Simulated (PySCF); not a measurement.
Job file and geometry (Å, from GFN2-xTB) of an NMR shielding run on SMILES O=C1CO[C@@H](CC[SiH3])[SiH2]1, C5H12O2Si2, GIAO PBE0/pcSseg-1 NMR shielding, non-relativistic, gas phase in PySCF; density fitting, a coarse starting grid and PySCF grid level 2 are the driver's defaults:

```
$ OMP_NUM_THREADS=1 python probes_run.py task.json out

{"job": {"kind": "nmr", "xc": "PBE0", "basis": "pcSseg-1"}, "charge": 0, "multiplicity": 1}
O     -3.406247    -1.955161    -0.241802
C     -2.675829    -0.999038    -0.184165
C     -2.472065    -0.160848     1.066141
O     -1.813655     1.038421     0.758905
C     -0.741851     0.871931    -0.178209
C      0.530138     0.319461     0.479050
C      1.741910     0.481066    -0.428230
Si     3.336495    -0.216002     0.341609
Si    -1.503870    -0.261205    -1.524854
H     -1.898391    -0.767377     1.786064
H     -3.426832     0.102774     1.527668
H     -0.537977     1.891747    -0.517177
H      0.695048     0.856649     1.416889
H      0.392137    -0.737514     0.723518
H      1.542264    -0.014175    -1.381025
H      1.872943     1.540483    -0.658100
H      3.604079     0.474957     1.604283
H      4.442873    -0.004316    -0.592121
H      3.166866    -1.648623     0.594750
H     -2.248488     0.484749    -2.533092
H     -0.608468    -1.281037    -2.060575
```

Problem. Write the output of this run.

Solution. 
```
coarse grid: 18296 points
cycle   1  E = -926.2046386622  dE =  1.068e+00  |g| = 9.013e-01  |ddm| = 4.122e+00
cycle   2  E = -925.7315748417  dE =  4.731e-01  |g| = 1.797e+00  |ddm| = 2.189e+00
cycle   3  E = -926.3567580313  dE = -6.252e-01  |g| = 2.094e-01  |ddm| = 1.623e+00
cycle   4  E = -926.3643432745  dE = -7.585e-03  |g| = 1.042e-01  |ddm| = 2.636e-01
cycle   5  E = -926.3663426868  dE = -1.999e-03  |g| = 2.247e-02  |ddm| = 9.589e-02
cycle   6  E = -926.3664323137  dE = -8.963e-05  |g| = 8.332e-03  |ddm| = 2.334e-02
cycle   7  E = -926.3664472112  dE = -1.490e-05  |g| = 1.572e-03  |ddm| = 8.098e-03
cycle   8  E = -926.3664476907  dE = -4.795e-07  |g| = 5.815e-04  |ddm| = 2.164e-03
final grid: 166776 points
cycle   9  E = -926.4406089432  dE = -2.273e-05  |g| = 1.496e-02  |ddm| = 2.985e-02
cycle  10  E = -926.4405109638  dE =  9.798e-05  |g| = 2.732e-02  |ddm| = 2.769e-02
cycle  11  E = -926.4406497200  dE = -1.388e-04  |g| = 3.021e-03  |ddm| = 1.885e-02
cycle  12  E = -926.4406514390  dE = -1.719e-06  |g| = 4.679e-04  |ddm| = 2.254e-03
cycle  13  E = -926.4406514739  dE = -3.488e-08  |g| = 1.823e-04  |ddm| = 6.087e-04
cycle  14  E = -926.4406514812  dE = -7.287e-09  |g| = 3.665e-05  |ddm| = 2.283e-04
cycle  15  E = -926.4406514815  dE = -3.026e-10  |g| = 1.066e-05  |ddm| = 5.060e-05
converged SCF energy = -926.4406514815

GIAO shielding tensors (ppm)
atom      isotropic    diamagn.    paramagn.     s11        s22        s33       span
  0 O     -527.346     393.762    -921.108  -1503.338   -477.450    398.749   1902.087
  1 C      -71.355     258.104    -329.459   -168.443   -103.016     57.394    225.837
  2 C      107.043     248.569    -141.526     93.130    101.372    126.627     33.496
  3 O      278.556     397.125    -118.569    239.002    253.254    343.413    104.411
  4 C      107.757     250.558    -142.801     63.584     92.423    167.263    103.679
  5 C      156.018     251.005     -94.986    131.454    165.520    171.081     39.627
  6 C      179.335     252.183     -72.848    169.563    175.826    192.618     23.055
  7 Si     418.827     878.787    -459.959    390.708    398.283    467.492     76.784
  8 Si     430.353     881.478    -451.126    372.495    435.430    483.133    110.638
  9 H       27.869      30.860      -2.991     23.236     27.258     33.115      9.879
 10 H       27.763      27.798      -0.035     23.632     26.645     33.013      9.381
 11 H       27.260      32.794      -5.534     23.470     28.686     29.623      6.153
 12 H       29.767      33.424      -3.657     24.566     30.186     34.547      9.981
 13 H       29.974      34.747      -4.773     24.651     32.051     33.221      8.570
 14 H       31.322      32.703      -1.381     25.570     31.708     36.688     11.118
 15 H       31.119      31.577      -0.459     26.078     30.087     37.191     11.113
 16 H       27.817      28.245      -0.428     24.293     26.182     32.975      8.681
 17 H       27.704      27.608       0.096     24.197     25.282     33.633      9.436
 18 H       27.909      28.438      -0.529     24.304     26.526     32.897      8.594
 19 H       27.632      29.400      -1.768     24.200     24.814     33.882      9.683
 20 H       28.127      30.245      -2.118     24.110     27.533     32.739      8.629
```

Problem. Turn these shieldings into chemical shifts. Scale: 17O (σref 336.08) against H2O; 13C (σref 186.93) and 29Si (σref 349.16) and 1H (σref 31.72) vs TMS (reference shieldings calculated alike).

Solution. Averaging equivalent atoms: O 0: 863.4; O 3: 57.5; C 1: 258.3; C 2: 79.9; C 4: 79.2; C 5: 30.9; C 6: 7.6; Si 7: -69.7; Si 8: -81.2; H 11: 4.46; H 19: 4.08; H 10: 3.95; H 16/17/18: 3.91; H 9: 3.85; H 20: 3.59; H 12: 1.95; H 13: 1.74; H 15: 0.60; H 14: 0.39 ppm. Unscaled 17O shifts of doubly bonded oxygen tend to come out too high, by tens of ppm or more. Experimental scales use liquid or dissolved standards, which lie at an offset from isolated H2O (liquid H2O: subtract about 36 ppm).

Size and cost of the density-fitted run: 227 basis functions, 110 s wall time on 1 thread of an Arm Neoverse N1, shared host; peak memory 1.1 GiB.
